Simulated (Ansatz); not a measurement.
**Worked example: the step energy**

An elementary step of BSiH$_{7}$O$_{3}$, singlet (BSiH₅O₂ ([OH][B]([OH])[SiH3]) + H₂O → BH₃O₃ ([OH][B]([OH])[OH]) + SiH₄; B–Si, H–O broken or loosened, B–O, Si–H formed or tightened). “Start” and “end” are the PBE0-D4/def2-TZVP structures reached by relaxing down either side of its saddle point, with the molecules still in contact.

Ansatz 0.2.0; basis: def2-TZVPP and def2-QZVPP; cores frozen in the correlated methods.

Energies in eV:

| quantity | end | start |
| --- | --- | --- |
| Hartree–Fock, triple zeta (X = 3) | -14764.12631 | -14762.39885 |
| Hartree–Fock, quadruple zeta (X = 4) | -14764.70965 | -14762.97615 |
| MP2 correlation, X = 3 | -26.14844 | -26.44210 |
| MP2 correlation, X = 4 | -28.21049 | -28.53033 |
| CCSD(T) correlation, X = 3 | -28.10693 | -28.42594 |

Task: Work out the step energy at the basis limit: extrapolate Hartree–Fock as E(X) = E∞ + A exp(−7.88 √X) and the MP2 correlation as E(X) = E∞ + B X^−2.97 (the exponents that Neese and Valeev fitted for def2-TZVPP and QZVPP), then add CCSD(T) − MP2 in triple zeta.

Result: Each step is linear, so take the differences first (end − start): Hartree–Fock -1.72746 (X = 3) and -1.73350 (X = 4); MP2 correlation 0.29366 and 0.31984; CCSD(T) correlation 0.31901.
Two points give E∞ = E(4) + w [E(4) − E(3)], with w = 1/(exp(7.88 (2 − √3)) − 1) = 0.1377 for Hartree–Fock and w = 1/((4/3)^2.97 − 1) = 0.7407 for the correlation.
Hartree–Fock: -1.73350 + 0.1377 × (-0.00604) = -1.7343 eV.
MP2 correlation: 0.31984 + 0.7407 × 0.02618 = 0.3392 eV.
CCSD(T) − MP2: 0.31901 − 0.29366 = 0.0254 eV.
Sum: -1.7343 + 0.3392 + 0.0254 = -1.3697 eV, or -31.59 kcal/mol. Plain CCSD(T) in triple zeta gives -1.4084 eV, so the larger basis shifts the result by 0.0387 eV.

The T1 diagnostic stays at or below 0.014.

Labels in which every atom is bracketed show which atoms are joined, not bond orders.

For scale, one of the runs: CCSD(T)/def2-TZVPP, 264 basis functions, launched by `ansatz run in.yaml --threads 8 --pin off --events-out ev --progress --plain --max-ram 19148MiB`. The run took 2.3 min on 8 CPU threads of an Arm Neoverse V1 (shared host), with 6.7 GiB of host memory at its peak.
